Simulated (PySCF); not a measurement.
C5H12O2Si.
Atom-mapped SMILES: `[CH3:1][CH2:2][CH2:3][SiH:4]1[O:5][CH2:6][CH2:7][O:8]1` (hydrogens: H9, H10, H11 on C1; H12, H13 on C2; H14, H15 on C3; H16 on Si4; H17, H18 on C6; H19, H20 on C7)

Level: CAM-B3LYP/def2-SVPD in PySCF, non-relativistic, on one gas-phase PBE0-D3(BJ)/def2-SVP geometry that isn't relaxed in the solvent. The solvent is an IEF-PCM continuum (Bondi radii, 1.10 Å for H, scaled by 1.2), and excitations are vertical TDDFT with non-equilibrium linear response and a frozen core. The model holds no explicit solvent molecules, cavitation or dispersion.

Gas-phase singlets (H = HOMO, L = LUMO):

```tsv
state	E (eV)	λ (nm)	f	leading configurations
S1	7.340	169	0.006	H→L+1 41%, H→L+2 35%
S2	7.633	162	0.000	H-1→L 34%, H→L 27%
S3	7.689	161	0.005	H→L 30%, H-1→L 25%
S4	7.914	157	0.026	H→L+2 40%, H→L+1 29%
S5	7.974	155	0.014	H-1→L+1 27%, H-1→L+2 26%
```

How does the list change in acetonitrile (ε = 35.69)?

```
state  E (eV)  λ (nm)      f  leading configurations  change by rank (eV)
   S1   7.299     170  0.006    H→L+1 66%, H→L+2 10%               -0.041
   S2   7.643     162  0.001    H→L 47%, H-1→L+1 19%               +0.010
   S3   7.691     161  0.005  H-1→L 57%, H-1→L+2 14%               +0.002
   S4   7.974     155  0.031  H→L+2 43%, H-1→L+1 21%               +0.060
   S5   8.016     155  0.020    H→L 27%, H-1→L+1 26%               +0.042
```

How do the frontier levels move from gas to acetonitrile?

| orbital | gas (eV) | solvent (eV) | change (eV) | Löwdin shares, gas | Löwdin shares, solvent |
| --- | --- | --- | --- | --- | --- |
| LUMO+2 | 1.70 | 1.80 | +0.10 | Si4 18 %, O8 15 %, H14 10 %, H16 10 % | Si4 12 %, O8 11 %, H14 9 %, O5 9 % |
| LUMO+1 | 1.46 | 1.54 | +0.08 | C2 12 %, Si4 10 %, C1 10 %, H12 9 % | Si4 15 %, C1 13 %, O8 11 %, C2 10 % |
| LUMO | 1.31 | 1.39 | +0.08 | Si4 16 %, C7 10 %, C6 9 %, O8 6 % | Si4 22 %, O8 12 %, C7 10 %, C6 9 % |
| HOMO | -9.19 | -9.15 | +0.04 | O8 20 %, C3 18 %, Si4 15 %, O5 12 % | C3 20 %, O8 17 %, Si4 16 %, O5 13 % |
| HOMO-1 | -9.41 | -9.40 | +0.01 | O5 33 %, O8 25 %, C6 12 %, C7 10 % | O5 30 %, O8 25 %, C6 12 %, C7 12 % |
| HOMO-2 | -10.45 | -10.41 | +0.04 | O5 20 %, C6 17 %, O8 17 %, C7 12 % | O5 19 %, C6 17 %, O8 15 %, C7 11 % |
| HOMO-3 | -10.68 | -10.57 | +0.11 | C2 18 %, C1 11 %, O5 10 %, O8 9 % | C2 17 %, C1 11 %, H13 9 %, O8 9 % |

The HOMO–LUMO gap goes from 10.50 to 10.54 eV.
